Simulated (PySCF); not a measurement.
SMILES N[SiH2][SiH2][Si](O)(O)O (GFN2-xTB optimised geometry):

```
16

Si     0.167    -2.335     0.000
O      1.798    -2.335     0.000
O     -0.206    -3.291     1.282
O     -0.309    -2.975    -1.419
Si    -0.797    -0.270     0.000
Si    -0.386     1.056    -1.858
N     -1.116     2.628    -1.834
H      2.255    -2.337     0.835
H     -1.114    -3.494     1.478
H      0.139    -3.734    -1.783
H     -0.407     0.447     1.241
H     -2.255    -0.412     0.235
H      1.039     1.374    -2.032
H     -0.903     0.487    -3.108
H     -2.120     2.685    -1.894
H     -0.793     3.291    -1.148
```

Computed with CAM-B3LYP/def2-TZVP (PySCF).

### Question
What are the frontier orbital energies and the dipole moment?

### Answer
HOMO-2 -10.44 eV, HOMO-1 -9.67 eV, HOMO -8.20 eV, LUMO 0.83 eV, LUMO+1 1.19 eV; dipole moment 1.95 D.

Meta-Löwdin charges at CAM-B3LYP/def2-TZVP: Si1 1.32, O2 -0.77, O3 -0.77, O4 -0.77, Si5 0.01, Si6 0.57, N7 -0.74, H8 0.36, H9 0.36, H10 0.36, H11 -0.08, H12 -0.08, H13 -0.11, H14 -0.10, H15 0.23, H16 0.23.
